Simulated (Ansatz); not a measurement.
`C=CO[Si](Cl)(Cl)Cl` and `C#C[Si](Cl)(Cl)Cl` differ in one atom or group.

Ansatz, PBE0-D4/def2-TZVP geometries, multiplicity 1. Each molecule was computed in one conformer, which needn't be the lowest.

```csv
property,`C=CO[Si](Cl)(Cl)Cl`
LUMO energy (ωB97M-V/def2-TZVPP) / eV,2.10
LUMO energy (B3LYP/def2-TZVPP) / eV,-0.25
size of the dipole moment (PBE/def2-TZVPP) / D,1.16
size of the dipole moment (B3LYP/def2-TZVPP) / D,1.26
HOMO energy (PBE0/def2-TZVPP) / eV,-7.57
HOMO–LUMO gap (B3LYP/def2-TZVPP) / eV,7.10
```

**Question.** Give the same properties after the change, and the shifts. (An estimate is asked.)

**Answer.** Computed: 
| property | `C#C[Si](Cl)(Cl)Cl` | shift |
| --- | --- | --- |
| LUMO energy (ωB97M-V/def2-TZVPP) / eV | 1.17 | -0.93 |
| LUMO energy (B3LYP/def2-TZVPP) / eV | -1.10 | -0.85 |
| size of the dipole moment (PBE/def2-TZVPP) / D | 1.73 | 0.57 |
| size of the dipole moment (B3LYP/def2-TZVPP) / D | 1.82 | 0.56 |
| HOMO energy (PBE0/def2-TZVPP) / eV | -8.93 | -1.36 |
| HOMO–LUMO gap (B3LYP/def2-TZVPP) / eV | 7.55 | 0.45 |

With PBE0 the HOMO falls by 1.36 eV and the LUMO falls by 0.93 eV, so the gap widens by about 0.43 eV. PBE moves the HOMO by -1.28 eV and ωB97M-V by -1.32 eV. Dipoles are sizes alone; their direction can turn.

B3LYP here is the variant with VWN-RPA as its local correlation; programs differ in this.
